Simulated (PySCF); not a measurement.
Here is a computed PBE0-D3(BJ)/def2-SVP geometry (Å):
```
atom  x, y, z in Å
C1    -3.250    2.855    0.172
C2    -2.351    3.461    0.724
Si3   -0.994    4.352    1.559
Cl4   -0.651    6.087    0.502
O5     0.366    3.439    1.567
Si6    1.493    2.687    0.592
H7    -4.048    2.325   -0.319
H8    -1.349    4.701    2.950
H9     0.896    1.461   -0.013
H10    2.653    2.317    1.448
H11    1.928    3.617   -0.489
```

Neutral, closed shell.

**Question.** Read off the bonds between heavy atoms and their formal orders.

**Answer.** C1–C2 1.22 Å (triple); C2–Si3 1.83 Å (single); Si3–Cl4 2.06 Å (single); Si3–O5 1.64 Å (single); O5–Si6 1.67 Å (single). Bonds to hydrogen (Å): C1–H7 1.08; Si3–H8 1.48; Si6–H9 1.49; Si6–H10 1.49; Si6–H11 1.49.

**Question.** Write the SMILES.

**Answer.** `C#C[Si@H](Cl)O[SiH3]`, C2H5ClOSi2. Among its features: alkyne, Si–H bond, siloxane link and C–Si bond.

**Question.** Name the point group.

**Answer.** C1 (no symmetry element, even within 0.4 Å).

**Question.** Classify the heavy atoms.

**Answer.** C1: terminal alkyne carbon; C2: alkyne carbon; Si3: chlorine-bound silicon; Cl4: silicon-bound chlorine; O5: siloxane oxygen; Si6: oxygen-bound silicon.

**Question.** What is the arrangement about C2?

**Answer.** It has 2 neighbours (C1, Si3) and is linear (angle 179.3°).

**Question.** What is the arrangement about Si3?

**Answer.** It has 4 neighbours (C2, Cl4, O5, H8) and is tetrahedral (angles from 107.5° to 111.5°).
